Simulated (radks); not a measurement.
Valence configurations of V I (all share [Ar]). Calculated with a radial shooting solver on a logarithmic mesh with Libxc functionals: Dirac Kohn-Sham, PBE, spin-unpolarised, spherical densities, finite nucleus; open shells are shared between the two j in proportion to 2j + 1; Fermi nuclear charge, rms radius 3.6002 fm. Energies are relative to 3d3 4s2; eigenvalues in eV.

| valence | E (eV) | e(3d3/2) | e(3d5/2) | e(4p1/2) | e(4p3/2) | e(4s1/2) |
|---|---|---|---|---|---|---|
| 3d3 4s2 | 0.000 | -5.205 | -5.139 | - | - | -4.702 |
| 3d3.5 4s1.5 | 0.055 | -3.642 | -3.582 | - | - | -4.240 |
| 3d3 4s1.5 4p0.5 | 1.651 | -5.896 | -5.829 | -1.813 | -1.780 | -5.140 |
| 3d2.5 4s2 4p0.5 | 2.349 | -7.811 | -7.739 | -2.063 | -2.024 | -5.647 |
| 3d5 | 2.550 | -1.208 | -1.161 | - | - | - |
| 3d3 4s1 4p1 | 3.347 | -6.539 | -6.472 | -2.122 | -2.087 | -5.532 |
| 3d2 4s2 4p1 | 5.777 | -10.667 | -10.589 | -2.627 | -2.579 | -6.560 |
| 3d2 4s1 4p2 | 9.814 | -11.874 | -11.795 | -3.151 | -3.098 | -7.220 |
| 3d1.5 4s2 4p1.5 | 10.413 | -13.736 | -13.652 | -3.171 | -3.113 | -7.444 |
| 3d1 4s2 4p2 | 16.363 | -16.987 | -16.896 | -3.702 | -3.634 | -8.305 |

NIST lists [Ar] 3d3 4s2 as the ground configuration; this level of theory agrees among the configurations tried. The energies are those of spherical spin-averaged densities, not of single terms.
